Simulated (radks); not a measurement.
Species: Sr10+. Configuration: [Ar] 3d10 (the NIST ground configuration). All-electron calculation, scalar-relativistic Kohn-Sham, LDA (Slater exchange, Perdew-Wang correlation), spin-polarised, spherical densities, point nucleus. Program: a radial shooting solver on a logarithmic mesh with Libxc functionals.

Normalised radial functions P(r) = r R(r), r in bohr:

| r | 2p | 3s | 3p |
|---|---|---|---|
| 0.001475 | 0.0043 | 0.0970 | 0.0018 |
| 0.00186 | 0.0066 | 0.1193 | 0.0028 |
| 0.002327 | 0.0098 | 0.1452 | 0.0042 |
| 0.002935 | 0.0150 | 0.1772 | 0.0063 |
| 0.003672 | 0.0226 | 0.2133 | 0.0095 |
| 0.00463 | 0.0344 | 0.2563 | 0.0145 |
| 0.005793 | 0.0515 | 0.3029 | 0.0218 |
| 0.007306 | 0.0782 | 0.3553 | 0.0330 |
| 0.00914 | 0.1162 | 0.4073 | 0.0490 |
| 0.01153 | 0.1741 | 0.4582 | 0.0734 |
| 0.01442 | 0.2548 | 0.4976 | 0.1072 |
| 0.01804 | 0.3685 | 0.5178 | 0.1548 |
| 0.02275 | 0.5312 | 0.5051 | 0.2224 |
| 0.02846 | 0.7412 | 0.4451 | 0.3090 |
| 0.0359 | 1.0198 | 0.3181 | 0.4217 |
| 0.04491 | 1.3448 | 0.1236 | 0.5492 |
| 0.05664 | 1.7199 | -0.1470 | 0.6869 |
| 0.07085 | 2.0780 | -0.4452 | 0.7995 |
| 0.08936 | 2.3758 | -0.7266 | 0.8517 |
| 0.1118 | 2.5126 | -0.8786 | 0.7871 |
| 0.141 | 2.4253 | -0.8060 | 0.5498 |
| 0.1764 | 2.0996 | -0.4516 | 0.1386 |
| 0.2224 | 1.5730 | 0.1740 | -0.4294 |
| 0.2783 | 1.0101 | 0.8675 | -0.9944 |
| 0.3509 | 0.5188 | 1.4260 | -1.4226 |
| 0.4391 | 0.2137 | 1.6116 | -1.5500 |
| 0.5537 | 0.0627 | 1.4037 | -1.3623 |
| 0.6927 | 0.0134 | 0.9674 | -0.9791 |
| 0.8736 | 0.0017 | 0.5046 | -0.5504 |
| 1.093 | 0.0001 | 0.2000 | -0.2419 |
| 1.378 | 0.0000 | 0.0528 | -0.0737 |
| 1.724 | 0.0000 | 0.0094 | -0.0156 |

2p: eigenvalue -2098.8 eV, 0 radial nodes, <r> = 0.150 bohr, 90 % of the charge inside 0.245 bohr. 3s: eigenvalue -508.86 eV, 2 radial nodes at r = 0.0503, 0.210 bohr, <r> = 0.489 bohr, 90 % of the charge inside 0.725 bohr. 3p: eigenvalue -431.72 eV, 1 radial node at r = 0.187 bohr, <r> = 0.494 bohr, 90 % of the charge inside 0.748 bohr.
